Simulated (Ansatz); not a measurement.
Two members of one family (Series [GeX3]-), computed with Ansatz in the gas phase; def2 core potentials for I, no spin–orbit coupling. The two geometries come from different levels. A dash marks a value that wasn't run or was left out as unsound. The structures are stationary points that may keep the symmetry of their start. Remarks come from the PBE and PBE0 runs and from stability tests at other levels; not every state was tested. A HOMO above zero means that the electron is unbound at that level and held by the basis, or that self-interaction error raises the level; the energy of removing that electron tells which.

First: [GeI3]- (singlet, charge -1, PBE0-D4/def2-SVPD geometry).

```xyz
4

Ge    0.457    0.722    0.442
I    -2.228    0.565    0.685
I     1.106   -1.812    1.117
I     0.665    0.526   -2.244
```

```csv
level,HOMO (eV),vertical IE (eV)
PBE-D4/def2-TZVPD,-1.76,3.94
r2SCAN-D4/def2-TZVPD,-1.95,4.05
PBE0-D4/def2-SVPD,-2.67,–
PBE0-D4/def2-TZVPD,-2.62,4.13
r2SCAN0-D4/def2-TZVPD,-2.77,–
```

Second: [GeH3]- (singlet, charge -1, r2SCAN-D4/def2-TZVPD geometry).

| atom | x (Å) | y (Å) | z (Å) |
| --- | --- | --- | --- |
| Ge1 | -0.050 | -0.125 | -0.658 |
| H2 | -1.274 | 0.400 | 0.249 |
| H3 | 0.961 | 0.959 | -0.026 |
| H4 | 0.362 | -1.234 | 0.435 |

Task: What does the change do? Estimate second minus first.

Result: 
| level | Δ HOMO (eV) | Δ vertical IE (eV) |
| --- | --- | --- |
| PBE-D4/def2-TZVPD | 2.70 | -1.83 |
| r2SCAN-D4/def2-TZVPD | 2.70 | -1.97 |
| PBE0-D4/def2-SVPD | 2.80 | – |
| PBE0-D4/def2-TZVPD | 2.65 | -2.04 |
| r2SCAN0-D4/def2-TZVPD | 2.65 | – |

Remarks: HOMO above zero at PBE or PBE0.
